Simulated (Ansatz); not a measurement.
Reaction (formal loss of a carbene): `CO[CH2][AlH][F]` → `C[O][AlH][F]` + `[CH2]` (triplet)

Gas-phase electronic energies from Ansatz, PBE0-D4/def2-TZVP geometries. CCSD(T)/CBS adds triple-zeta CCSD(T) − MP2 to the extrapolated MP2 energy (def2 sets, frozen cores). This one scheme is used for every species. Triplets are unrestricted, without spin–orbit coupling. Each species was taken in one conformer, which may not be the lowest.

`CO[CH2][AlH][F]`:

```xyz
11

C    -0.273    0.760    1.383
O    -0.947    0.776    0.161
C    -0.745   -0.427   -0.566
Al    1.073   -0.499   -1.338
F     1.529   -1.882   -2.122
H    -0.645   -0.039    2.041
H    -0.429    1.724    1.867
H     0.813    0.609    1.250
H    -1.001   -1.305    0.048
H    -1.474   -0.421   -1.386
H     2.098    0.703   -1.338
```

`C[O][AlH][F]`:

Cartesian coordinates in Å:
```
C 0.858 0.511 0.816
O -0.335 -0.136 0.478
Al -1.127 -0.657 -0.897
F -0.442 -0.422 -2.379
H 1.454 -0.126 1.478
H 1.465 0.755 -0.063
H 0.640 1.441 1.350
H -2.513 -1.367 -0.783
```

`[CH2]` (triplet):

Cartesian coordinates in Å:
```
C -0.056 -0.228 0.145
H 0.346 -0.447 -0.832
H -0.290 0.675 0.687
```

| species | SCS-MP2/def2-TZVPP energy (Eh) |
| --- | --- |
| `CO[CH2][AlH][F]` | -496.51951 |
| `C[O][AlH][F]` | -457.37576 |
| `[CH2]` (triplet) | -39.05647 |

(1) Work out ΔE.

Largest T1 diagnostic among the species: 0.013.

Answers

(1) ΔE = (-457.37576) + (-39.05647) − (-496.51951) = 0.08728 Eh = +2.38 eV. CCSD(T)/CBS gives +2.41 eV.

The D4 term adds +0.10 eV with B3LYP and +0.06 eV with PBE0; it sums over pairs of atoms, weighted by their polarisabilities, and B3LYP, whose exchange is more repulsive, gets the larger term. From PBE to PBE0 (25 % exact exchange), in def2-TZVPP and without D4, ΔE moves by −0.16 eV.

B3LYP here is the variant with VWN-RPA as its local correlation; programs differ in this.
